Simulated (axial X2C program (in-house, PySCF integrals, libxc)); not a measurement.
NbSi: from the spin-free to the two-component result

Computed with an in-house relativistic program for diatomic molecules. Spin-free means the one-electron spin-free X2C Hamiltonian; two-component (2c) means X2C with spin–orbit coupling and atomic mean-field two-electron Coulomb and Gaunt terms, so the difference of the two also holds small scalar two-electron terms. Basis: Nb dyall-cv3z [11s12p9d5f3g], Si dyall-v3z [8s7p2d1f] (cores contracted in-house); Gaussian nuclei, density fitting, unrestricted open shells. Masses: Nb 92.906 u, Si 27.977 u.

Spin-free state: M_S = 5/2, Λ = 0 (beyond evenly filled blocks: σα, π+α, π-α, δ+α, δ-α); fragments Nb + Si.

```json
{"level": "PBE0", "Re (Å)": "2.437", "ωe (cm⁻¹)": "388.7", "De (eV)": "2.626", "μ (D)": "-3.12"}
{"level": "HF", "Re (Å)": "2.565", "ωe (cm⁻¹)": "287.3", "De (eV)": "0.737", "μ (D)": "-2.91"}
{"level": "CCSD", "Re (Å)": "2.426", "ωe (cm⁻¹)": "393.1", "De (eV)": "2.217", "μ (D)": "n/a"}
{"level": "CCSD(T)", "Re (Å)": "2.437", "ωe (cm⁻¹)": "386.1", "De (eV)": "2.496", "μ (D)": "n/a"}
{"level": "r2SCAN0", "Re (Å)": "2.430", "ωe (cm⁻¹)": "391.8", "De (eV)": "2.372", "μ (D)": "-3.45"}
```

Correlated methods: 9 electrons correlated (number of frozen shells: Nb 4 s, 3 p, 1 d; Si 2 s, 1 p), 265 virtual spin orbitals or spinors in MP2, 89 natural virtuals in coupled cluster.

Dipoles are positive if Si is the positive end.

Two-component determinant lowest at the distance of the search:

Ω = 5/2 (⟨Sz⟩ = 2.50, ⟨Lz⟩ = 0.00 at HF); fragments Nb + Si.

| level | Re (Å) | ωe (cm⁻¹) | μ (D) |
| --- | --- | --- | --- |
| PBE0 | 2.436 | 388.3 | -3.12 |
| HF | 2.565 | 287.1 | -2.91 |
| CCSD | 2.425 | 394.1 | n/a |
| CCSD(T) | 2.436 | 387.8 | n/a |
| r2SCAN0 | 2.430 | 391.6 | -3.44 |

**Question.** From the two tables, how do the constants change at the CCSD(T) level (2c against spin-free)?

**Answer.** At the CCSD(T) level Re goes down by 0.001 Å and ωe increases by 1.7 cm⁻¹.

One determinant describes the state; a PBE0 search over occupations chose it and may have missed a lower one. Dissociation energies refer to the lowest single-determinant-based atoms at the same level and basis. De is not given where an atomic determinant may have missed its ground term or J level, or where the truncated virtual space spoils (T). Density functionals use the spin component along the axis (collinear). CCSD and (T) use frozen natural virtuals with an MP2 correction for the truncation; (T) itself is uncorrected, so its De runs slightly low. PBE0 can misorder states that lie within some tenths of an eV, so this need not be the ground state of the molecule. The nearest other spin-free determinant of the search, M_S = 3/2, Λ = 1, lies 0.40 eV up at the distance of the search. Without a current term, density functionals place determinants with orbital angular momentum somewhat too high. With several unpaired electrons one determinant need not be a pure state. The outer-core s and p shells of the metal are frozen in the correlated rows, which leaves out core–valence correlation; for alkali and alkaline-earth bonds that tends to lengthen them. This is the top spin component of a Σ state; components of lower Ω are not single determinants and can lie lower. The determinant is spin-polarised beyond a pure state at some levels (its spin-free form has ⟨S²⟩ too high), which makes Re and μ there less reliable. The T1 diagnostic is large, a sign of multireference character. With the outer-core shells frozen, correlated bond lengths of heavy atoms tend to come out a few hundredths of an ångström too long.
